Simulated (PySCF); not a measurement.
Isomers of C8H8FN. Method: PBE0-D3(BJ)/def2-SVP geometry optimisation, gas phase (PySCF 2.14.0). One conformer each; no zero-point energy, no entropy. No frequencies were run at this level. Point groups hold within 0.08 Å.

Problem. Rank from lowest to highest electronic energy at this level (kJ/mol).
A. `[CH:1]#[C:2][C@@H:3]([CH3:4])[C@@H:5]([F:6])/[CH:7]=[CH:8]/[C:9]#[N:10]` with C2–C3–C5–F6 173°, C3–C5–C7–C8 -123°
B. `[F:1][CH2:2]/[CH:3]=[N:4]/[c:5]1[cH:6][cH:7][cH:8][cH:9][cH:10]1` with F1–C2–C3–N4 178°, C3–N4–C5–C6 -42°

Solution. B (0.0), A (245.7).

As drawn, the lower has an aromatic ring and a C=N bond, which the higher lacks; the higher has a C≡N group, a C≡C bond and a C=C bond outside aromatic rings, which the lower lacks.

| SMILES | E (Eh) | E rel (kJ/mol) | dipole (D) | point group | A, B, C (MHz) |
| --- | --- | --- | --- | --- | --- |
| FC/C=N/c1ccccc1 | -463.38374 | 0.0 | 0.70 | C1 | 4376, 578.3, 524.1 |
| C#C[C@@H](C)[C@@H](F)/C=C/C#N | -463.29016 | 245.7 | 4.25 | C1 | 1921, 758.0, 635.6 |
